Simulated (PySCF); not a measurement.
NICS in one family of compounds.

NICS is the negative of the GIAO shielding at a point without a nucleus: at the ring centre (0) and 1 Å above and below it (1); zz is the component along the ring normal. Level: GIAO PBE0/pcSseg-1 (PySCF, non-relativistic, gas phase) on the GFN2-xTB geometries, one conformer each. Atom numbers follow the mapped SMILES.

Question: Order these rings by mean NICS(1)zz, lowest (most negative) first (ppm).
A. ring N5–C6–C7–C8–C10 in `[CH3:1][O:2][Si@@H:3]([OH:4])[n:5]1[cH:6][cH:7][c:8]([NH2:9])[cH:10]1`
B. ring N5–C6–C7–C8–C10 in `[CH3:1][O:2][Si@@H:3]([OH:4])[n:5]1[cH:6][cH:7][c:8]([CH3:9])[cH:10]1`
C. ring N5–C6–C7–C8–N9 in `[CH3:1][O:2][Si@H:3]([OH:4])[n:5]1[cH:6][cH:7][cH:8][n:9]1`
D. ring N6–C7–C8–C9–C10 in `[CH3:1][O:2][Si@@:3]([NH2:4])([OH:5])[n:6]1[cH:7][cH:8][cH:9][cH:10]1`

Answer: C (-32.4), D (-30.1), B (-27.6), A (-25.7).

| SMILES | ring | NICS(0) | NICS(1) | NICS(1)zz | HOMA | rms pucker (Å) | ring atoms with four or more neighbours |
| --- | --- | --- | --- | --- | --- | --- | --- |
| CO[Si@H](O)n1cccn1 | 5-membered ring with 2 N; formal bonds all aromatic | -13.3 | -12.5 | -32.4 | 0.92 | 0.00 | 0 |
| CO[Si@@](N)(O)n1cccc1 | 5-membered ring with N; formal bonds all aromatic | -13.3 | -11.2 | -30.1 | 0.85 | 0.00 | 0 |
| CO[Si@@H](O)n1ccc(C)c1 | 5-membered ring with N; formal bonds all aromatic | -12.6 | -10.8 | -27.6 | 0.82 | 0.00 | 0 |
| CO[Si@@H](O)n1ccc(N)c1 | 5-membered ring with N; formal bonds all aromatic | -12.8 | -9.9 | -25.7 | 0.83 | 0.00 | 0 |

NICS(0) gives another order. The isotropic NICS(1) gives the same order. Over the 4 rings with a HOMA value its correlation coefficient with NICS(1)zz is -0.90. HOMA uses Krygowski's 1993 parameters. NICS(1) and NICS(1)zz are means over the two faces.
